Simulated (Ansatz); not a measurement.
Reaction (ligand exchange at the Al–O bond): `[OH][Al]([OH])[SiH3]` + H–F → `[OH][Al]([F])[SiH3]` + H₂O

Program: Ansatz. Geometries: PBE0-D4/def2-TZVP. ΔE: electronic, gas phase. CCSD(T)/CBS adds triple-zeta CCSD(T) − MP2 to the extrapolated MP2 energy (def2 sets, frozen cores). This one scheme is used for every species. DFT in def2-TZVPP. Each species was taken in one conformer, which may not be the lowest.

```tsv
level	ΔE (kcal/mol)
revPBE-D4	-12.2
PBE	-12.7
SCS-MP2/def2-TZVPP	-12.3
MP2/CBS(def2)	-12.2
```

Q: What does CCSD(T)/CBS give? (Best estimate.)

A: The calculation gave: -12.6 kcal/mol. The listed levels differ from it by 0.4, -0.1, 0.3, 0.4 kcal/mol.

Largest T1 diagnostic among the species: 0.013.

Leaving LDA and LC-ωPBE aside and taking each functional with its dispersion term where it has one, the values, not all of them listed here, spread over 1.3 kcal/mol, from B97M-V to revPBE-D4. LDA lies +1.2 kcal/mol from PBE without D4. At CCSD(T), def2-SVP lies −1.1 kcal/mol from the extrapolated value and def2-TZVPP +0.4 kcal/mol. In def2-TZVPP, CCSD(T) changes the Hartree–Fock value by +1.6 kcal/mol (the triples alone add +0.3 kcal/mol) and MP2 by +2.0 kcal/mol.
